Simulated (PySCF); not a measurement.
C4H4ClI, SMILES C=C/C(Cl)=C\I. Atoms are numbered in the order given.

```xyz
10

C     -1.9449     2.6946     0.0000
C     -1.2924     1.5264     0.0000
C      0.1535     1.3625     0.0000
Cl     1.1132     2.8179     0.0000
C      0.8358     0.2037     0.0000
I     -0.0201    -1.6938     0.0000
H     -1.4090     3.6468     0.0000
H     -3.0365     2.7210     0.0000
H     -1.8531     0.5870     0.0000
H      1.9261     0.1897     0.0000
```
Charge 0, spin multiplicity 1.

Geometry: PBE0-D3(BJ)/def2-SVP. The def2 effective core potentials stand for the cores of I; spin–orbit coupling is left out. One conformer was computed; it need not be the lowest.

These are CAM-B3LYP/def2-TZVP (PySCF) values and carry that method's errors.

Gas-phase values at a fixed geometry.

```
Property                                                                                                        Result
---------------------------------------------------------------------------------------------  -----------------------
total energy                                                                                        -912.68936 hartree
point group                                                                                                         Cs
highest occupied level                                                                                        -7.98 eV
lowest empty level                                                                                            -0.56 eV
orbital gap                                                                                                    7.42 eV
dipole moment                                                                                                   0.74 D
quadrupole, principal values (traceless, Buckingham form, about the centre of nuclear charge)   -6.06, -0.51, 6.56 D·Å
mean static polarisability                                                                       96.8 bohr³ (14.35 Å³)
polarisability, principal values                                                               55.2, 88.5, 146.8 bohr³
```
